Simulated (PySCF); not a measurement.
Precursor series Y OH-NH2. Gas-phase values, no solvent. One relaxed conformer stands for each flexible species; it need not be the lowest.

All values below come from PySCF with B3LYP-D3(BJ)/def2-TZVP // TPSS-D3(BJ)/def2-SVP. B3LYP has the VWN-RPA correlation part, as in Gaussian. 

```json
[
 {"species": "0 of 3 OH replaced by NH2 ([Y(OH)3])", "coordination number": "(withheld)", "LUMO (eV)": "-1.69", "charge on the central atom (Mulliken) (e)": "1.51", "HOMO–LUMO gap (eV)": "5.90"},
 {"species": "2 of 3 OH replaced by NH2 ([Y(OH)(NH2)2])", "coordination number": "3", "LUMO (eV)": "-1.54", "charge on the central atom (Mulliken) (e)": "1.45", "HOMO–LUMO gap (eV)": "4.61"},
 {"species": "3 of 3 OH replaced by NH2 ([Y(NH2)3])", "coordination number": "(withheld)", "LUMO (eV)": "-1.46", "charge on the central atom (Mulliken) (e)": "(withheld)", "HOMO–LUMO gap (eV)": "4.60"}
]
```

Question: What belongs in the gaps?

Answer: 
- 0 of 3 OH replaced by NH2 ([Y(OH)3]), coordination number: 3
- 3 of 3 OH replaced by NH2 ([Y(NH2)3]), coordination number: 3
- 3 of 3 OH replaced by NH2 ([Y(NH2)3]), charge on the central atom (Mulliken) (e): 1.41
